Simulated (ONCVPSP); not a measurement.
## u(r) = r·R(r): atom against pseudo-atom (lithium)

Columns: radius, all-electron u(r) and pseudo u(r) of the 2p shell (level -1.26 eV) of lithium in the configuration [He] 2s0.75 2p0.25; LDA (Perdew-Zunger), scalar-relativistic, ONCV scheme, ONCVPSP 4.0.1.

```
r (bohr)  all-electron  pseudo
   0.200        0.0147  0.0054
   0.400        0.0461  0.0214
   0.600        0.0840  0.0472
   0.800        0.1235  0.0812
   1.000        0.1623  0.1212
   1.200        0.1992  0.1645
   1.400        0.2335  0.2083
   1.600        0.2652  0.2506
   1.800        0.2943  0.2900
   2.000        0.3206  0.3253
   2.200        0.3441  0.3555
   2.400        0.3646  0.3799
   2.600        0.3821  0.3981
   2.800        0.3967  0.4104
   3.000        0.4084  0.4181
   3.200        0.4174  0.4228
   3.400        0.4238  0.4260
   3.600        0.4277  0.4283
   3.800        0.4295  0.4295
   4.000        0.4292  0.4292
   4.200        0.4271  0.4271
   4.400        0.4233  0.4233
   4.600        0.4181  0.4181
   4.800        0.4116  0.4116
   5.000        0.4039  0.4039
   5.200        0.3954  0.3954
```

Problem. How many radial nodes do the two functions have?

Solution. The all-electron 2p function has n − l − 1 = 0; the pseudo-wave has 0.

Problem. At about which radius was the pseudo-wave matched?

Solution. 4.00 bohr, where the columns begin to agree (steps of 0.20 bohr).

Problem. Is the pseudo-wave norm-conserving?

Solution. Yes: the ONCV scheme keeps the norm inside the radius equal to the all-electron one, which fixes the energy derivative of the logarithmic derivative at the level.
